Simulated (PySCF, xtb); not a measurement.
H₄PSi, SMILES [SiH3][PH], multiplicity 2.

Harmonic wavenumbers (cm⁻¹) from xtb with GFN2-xTB at its own minimum, in rising order: 122, 451, 468, 495, 710, 761, 778, 792, 2229, 2239, 2276, 2302.

What does PBE-D3(BJ)/def2-TZVP (PySCF) give at its own minimum? (The exact figures need the calculation; the answer reports its results.)

177, 435, 457, 459, 743, 852, 899, 905, 2137, 2146, 2173, 2297. Paired by order, the mean absolute difference is 64 cm⁻¹ and the zero-point energies are 19.5 and 19.6 kcal/mol.
